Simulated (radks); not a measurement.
The tantalum ion Ta16.125+, 56.875 electrons, occupied as 1s(up 1, down 0.875) 2s2 2p6 3s2 3p6 3d10 4s2 4p6 4d10 4f11 (fractional occupations, a model configuration).

Calculated with a radial shooting solver on a logarithmic mesh with Libxc functionals: scalar-relativistic Kohn-Sham, PBEsol, spin-polarised, spherical densities, finite nucleus; open shells are filled with parallel spins first (spin-orbit coupling, left out, can overturn this in heavy ions); Fermi nuclear charge, rms radius 5.3507 fm.

Energy parts (hartree):
total: -15195.3286
kinetic: 16667.3830
electron-nucleus: -36820.8410
Hartree: 5252.1761
exchange-correlation: -294.0467

Orbitals (lengths in bohr, moments of r in powers of bohr; r(90%) holds 90 % of the orbital's charge):
\begin{tabular}{lrrr}
orbital & occ. & eigenvalue (hartree) & r(90%) \\ \hline
1s up & 1 & -2493.046 & 0.0339 \\
1s down & 0.875 & -2492.019 & 0.0339 \\
2s up & 1 & -439.9275 & 0.122 \\
2s down & 1 & -439.8323 & 0.122 \\
2p up & 3 & -387.6222 & 0.115 \\
2p down & 3 & -387.5551 & 0.115 \\
3s up & 1 & -111.0876 & 0.300 \\
3s down & 1 & -110.9906 & 0.300 \\
3p up & 3 & -95.49195 & 0.306 \\
3p down & 3 & -95.39977 & 0.305 \\
3d up & 5 & -77.19762 & 0.287 \\
3d down & 5 & -77.13794 & 0.287 \\
4s up & 1 & -32.94773 & 0.650 \\
4s down & 1 & -32.80610 & 0.650 \\
4p up & 3 & -27.75893 & 0.694 \\
4p down & 3 & -27.62265 & 0.695 \\
4d up & 5 & -21.08493 & 0.752 \\
4d down & 5 & -20.95442 & 0.753 \\
4f up & 7 & -13.58741 & 0.849 \\
4f down & 4 & -13.45370 & 0.853 \\
\end{tabular}

The highest occupied level is 4f down at -366.09 eV. Summed over all electrons, <r^2> = 9.607 bohr^2, which gives a Langevin (diamagnetic) susceptibility term of -7.61 x 10^-6 cm^3/mol. The spin density at the nucleus is 74664 e/bohr^3 (1s 74648, 2s 22, 3s -14, 4s 9). The electron density at the nucleus is 1.319e+06 e/bohr^3 (large components only). The density falls to 0.001 e/bohr^3 at r = 1.69 bohr.
